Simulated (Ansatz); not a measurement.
System: C3H7BO2 (charge 0, singlet). 
Coordinates optimised at B3LYP-D3(BJ)/def2-TZVP (Ansatz, a first-principles code):
```xyz
13

C      2.5207    -0.6129    -0.3065
C      1.2751    -0.9286     0.0272
C      0.3578    -0.0732     0.8494
B     -0.9376     0.3733     0.0648
O     -1.6440    -0.5874    -0.6126
O     -1.3018     1.6934     0.1102
H      3.1258    -1.2686    -0.9195
H      2.9797     0.3128     0.0229
H      0.8545    -1.8639    -0.3305
H      0.8859     0.8020     1.2315
H      0.0180    -0.6485     1.7217
H     -2.4265    -0.2892    -1.0861
H     -2.1052     1.9291    -0.3649
```
Charge 0, spin multiplicity 1.

Basis-set convergence of Hartree-Fock and CCSD correlation energies (hartree) with Ansatz. Correlated levels leave the core frozen unless marked. No spin-orbit coupling. Non-relativistic.

| basis | functions | E(HF) | E(corr, CCSD) |
|---|---|---|---|
| cc-pVDZ | 119 | -292.20792 | -0.91114 |
| cc-pVTZ | 278 | -292.29946 | -1.10959 |
| cc-pVQZ | 540 | -292.32057 | -1.17375 |

Extrapolating the two largest sets (X = 3 and 4) as X^-3: E(corr) = (64·(-1.17375) - 27·(-1.10959))/37 = -1.2206 Eh, an estimate of the basis-set limit. The largest set recovers 96.2 % of it, the smallest 74.6 %.
